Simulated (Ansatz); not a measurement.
# Ligand exchange: SiBr4 + CuH → SiHBr3 + CuBr

Species: SiBr4 (tetrabromosilane) `Br[Si](Br)(Br)Br`, singlet; CuH, singlet; SiHBr3 `Br[SiH](Br)Br`, singlet; CuBr (copper(i) bromide), singlet. The partners trade Br for H: Si–Br and Cu–H bonds give way to Si–H and Cu–Br.

Shapes, held fixed at every level: PBE0-D4/def2-TZVP. Programs: Ansatz 0.2.0. The zero-point and thermal change to 298 K, harmonic and unscaled (PBE0-D4/def2-TZVP), is +6.7 kJ/mol.

(1) Estimate ΔH(298 K) of this reaction.

Results:

(1) wB97M-V/def2-TZVPP gives ΔH(298 K) = -62.3 kJ/mol; the levels span -143.0 to -31.4. The median of the levels is -65.3. No measured value is set beside it here. Relativity is left out for Br, Cu. Times are processor times on shared x86 and Arm servers, and rough.

| level | kind | ΔH(298 K) (kJ/mol) | CPU time (sum over the molecules) |
| --- | --- | --- | --- |
| HF/def2-SVP | Hartree–Fock | -143.0 | – |
| HF/def2-TZVPP | Hartree–Fock | -133.4 | – |
| SPW92/def2-TZVPP | LDA | -31.4 | 11 s |
| B3LYP-D4/def2-TZVPP | global hybrid | -54.2 | 56 s |
| PBE0-D4/def2-TZVPP | global hybrid | -58.8 | 39 s |
| r2SCAN0-D4/def2-TZVPP | global hybrid | -68.3 | 64 s |
| wB97X-V/def2-TZVPP | range-separated hybrid | -71.2 | 78 s |
| wB97M-V/def2-TZVPP | range-separated hybrid | -62.3 | 2 min |
